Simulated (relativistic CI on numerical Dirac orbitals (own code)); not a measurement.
A reference radial Dirac CI calculation of Sb XX gave the lowest total energy -6324.70932 Ha in 30 SCF steps, from this input:

```
atom Sb  Z=51  charge=19  electrons=32
nucleus A=121  rms_radius_fm=4.6802
hamiltonian dirac-coulomb  breit=on  qed=on  c_scale=1
orbitals kli  potential=per-configuration
slater_scale 1
correlation none
mixing on
grid step=0.0125 r_max=7.5
scf mixing=0.4 start=green max_iterations=150 tolerance=2e-08 node_fill=0.05
configurations
  [Ar] 3d10 4s2 4p2
  [Ar] 3d10 4s 4p3
  [Ar] 3d10 4p4
end
```

One setting was then changed (and the iteration limit cut to 71), and the output read:

```
SCF 1: [Ar] 3d10 4s2 4p2
 iter      energy (Ha)   residual   last orbital (Ha)
    1     -6224.620265   5.19e+00    -31.45711
    2     -6294.861126   2.71e+00    -25.41398
    3     -6319.641328   2.16e-01    -20.07566
    4     -6319.863090   1.69e-01    -20.17379
    5     -6319.957343   2.42e-03    -19.85359
    6     -6319.957488   6.60e-04    -19.85195
    7     -6319.957504   1.05e-04    -19.85062
    8     -6319.957503   4.84e-06    -19.85073
    9     -6319.957503   1.73e-06    -19.85073
   10     -6319.957503   3.95e-09    -19.85073
SCF 2: [Ar] 3d10 4s 4p3
 iter      energy (Ha)   residual   last orbital (Ha)
    1     -6222.085242   5.20e+00    -31.45711
    2     -6292.788678   2.72e+00    -25.36798
    3     -6317.640681   2.15e-01    -19.99967
    4     -6317.867902   1.66e-01    -20.10301
    5     -6317.957005   2.35e-03    -19.78307
    6     -6317.957115   5.77e-04    -19.78177
    7     -6317.957138   9.65e-05    -19.78030
    8     -6317.957137   5.01e-06    -19.78040
    9     -6317.957137   2.46e-06    -19.78040
   10     -6317.957137   3.53e-09    -19.78040
SCF 3: [Ar] 3d10 4p4
 iter      energy (Ha)   residual   last orbital (Ha)
    1     -6219.256103   5.22e+00    -31.45711
    2     -6290.466354   2.72e+00    -25.32555
    3     -6315.407795   2.16e-01    -19.93372
    4     -6315.634484   1.66e-01    -20.03764
    5     -6315.723683   1.93e-03    -19.71309
    6     -6315.723778   7.42e-04    -19.71254
    7     -6315.723805   8.94e-05    -19.71127
    8     -6315.723804   5.51e-06    -19.71137
    9     -6315.723805   2.14e-06    -19.71137
   10     -6315.723805   1.68e-09    -19.71137
orbital energies (Ha): 3s -52.0931  3p1/2 -47.7799  3p3/2 -46.0281  3d3/2 -38.2822  3d5/2 -37.9123  4s -21.9399  4p1/2 -20.3052  4p3/2 -19.8507
configuration averages (Ha): Dirac-Coulomb, Breit, QED
  4s2 4p2                      -6319.957503    4.647420    2.996498
  4s 4p3                       -6317.957137    4.649618    2.988484
  4p4                          -6315.723805    4.651865    2.980474
levels: no., configuration, term, J, E (cm-1), weight
   1 4s2 4p2                3P   0                0.0  0.80
   2 4s2 4p2                3P   1            77716.0  1.00
   3 4s2 4p2                3P   2            97471.1  0.51
   4 4s2 4p2                1D   2           188310.0  0.51
   5 4s2 4p2                1S   0           228358.8  0.79
   6 4s 4p3                 5S*  2           395804.9  0.81
   7 4s 4p3                 3D*  1           490802.5  0.64
   8 4s 4p3                 3D*  2           506941.9  0.66
   9 4s 4p3                 3D*  3           537896.3  1.00
  10 4s 4p3                 3P*  0           571328.6  1.00
  11 4s 4p3                 3P*  1           586095.1  0.65
  12 4s 4p3                 3P*  2           604899.3  0.41
  13 4s 4p3                 3S*  1           646762.2  0.57
  14 4s 4p3                 1D*  2           688500.3  0.72
lowest total energy -6312.910729 Ha
end: converged
```

Question: Which setting was changed?
A. start potential
B. nuclear radius
C. charge
D. configuration list

Answer: B. The nuclear radius 46.802 fm. This setting is bad on purpose; its numbers may not be properties of the ion.
